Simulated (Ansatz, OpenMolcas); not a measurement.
# CH5BOSi (SMILES B[SiH2]C=O): methods side by side

CH5BOSi has 9 atoms, charge 0, and is taken as a singlet. As SMILES, `B[SiH2]C=O`. The coordinates come from a PBE0-D4/def2-TZVP relaxation. This is one conformer, not always the lowest.

Each level gives the vertical energy of the triplet above the singlet (eV). The values are calculated.

| level | kind | program | value (eV) | CPU time (all runs) |
| --- | --- | --- | --- | --- |
| HF/def2-SVP | Hartree–Fock | OpenMolcas | 2.02 | 15 s |
| SVWN5/def2-SVP | LDA | Ansatz | 2.21 | 13 s |
| M06-2X/def2-SVP | hybrid meta-GGA | OpenMolcas | 2.66 | 1.7 min |
| r2SCAN0/def2-SVP | hybrid meta-GGA | Ansatz | 2.29 | 51 s |
| CAM-B3LYP/def2-SVP | range-separated hybrid | Ansatz | 2.54 | 28 s |
| HSE06/def2-SVP | range-separated hybrid | Ansatz | 2.38 | 24 s |
| RPA@PBE/def2-SVP | RPA | Ansatz | 2.52 | 48 s |
| RPA@PBE0/def2-SVP | RPA | Ansatz | 2.68 | 40 s |

The values span 2.02 to 2.68 eV. Times are those of the runs behind each value, whatever else they computed, on shared processors of several kinds: orders of magnitude only.
